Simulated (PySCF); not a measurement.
Nuclear quadrupole coupling in `CS[SiH2]P`

CH7PSSi.
Cartesian coordinates in Å at the GFN2-xTB level; atoms count from 1:
```
atom  x, y, z in Å
C1    -2.255   -0.104    0.077
S2    -0.835    0.794    0.772
Si3    0.750   -0.240   -0.229
P4     2.686    0.490    0.600
H5    -2.269    0.009   -1.001
H6    -2.190   -1.153    0.348
H7    -3.146    0.338    0.510
H8     0.618   -1.668    0.067
H9     0.554   -0.050   -1.671
H10    3.424   -0.118   -0.399
H11    2.669    1.705   -0.059
```

Field gradients from the PBE0/pcSseg-1 density (PySCF, non-relativistic), principal values in atomic units, ordered |Vxx| ≤ |Vyy| ≤ |Vzz|:

```csv
atom,Vxx,Vyy,Vzz
S2,0.2177,2.1729,-2.3906
```

Problem. Find the asymmetry η = (Vxx − Vyy)/Vzz and the couplings χ = eQV/h (234.96 MHz × Q in barn × V in au), with Q(33S) = −0.0678 b.

Solution. 
| atom | environment | nucleus | η | χzz (MHz) | χxx (MHz) | χyy (MHz) |
| --- | --- | --- | --- | --- | --- | --- |
| S2 | sulfur bonded to C and Si | 33S | 0.82 | 38.08 | -3.47 | -34.62 |

The tensor is traceless: Vxx + Vyy + Vzz = 0.

Problem. What is Vzz at S2 in SI units (1 au = 9.71736 × 10²¹ V/m²)?

Solution. -2.3906 au = -23.230 × 10²¹ V/m².

Problem. And the gradient at the other heavy atoms, for which no coupling is worked out here?

Solution. 
```json
{"atom": "C1", "environment": "S-methyl carbon", "Vzz (au)": "0.302", "η": "0.03"}
{"atom": "Si3", "environment": "SiH2 silicon", "Vzz (au)": "0.395", "η": "0.60"}
{"atom": "P4", "environment": "three-coordinate phosphorus", "Vzz (au)": "-1.006", "η": "0.23"}
```

Problem. What couplings would deuterons (Q(2H) = 0.00286 b) have in place of the hydrogens, at this geometry?

Solution. 
```csv
atom,bonded to,bond length (Å),Vzz (au),η,χzz (kHz)
H5,C1,1.085,0.3159,0.03,212
H6,C1,1.085,0.3157,0.03,212
H7,C1,1.085,0.3177,0.04,214
H8,Si3,1.464,0.1608,0.03,108
H9,Si3,1.468,0.1582,0.02,106
H10,P4,1.383,0.2145,0.07,144
H11,P4,1.383,0.2142,0.07,144
```

Geometry: GFN2-xTB, one conformer, isolated molecule. GFN2-xTB bond lengths can be off by several hundredths of an ångström, more for odd bonds, and the gradients follow them. The small basis limits the accuracy of the gradients.

These values come from a run that also computed NMR shieldings. The run took 21 s wall (with the writing of density and orbital grids) on an Arm Neoverse N1 with one thread, no GPU, shared host, and the process peaked at 0.60 GiB of memory.
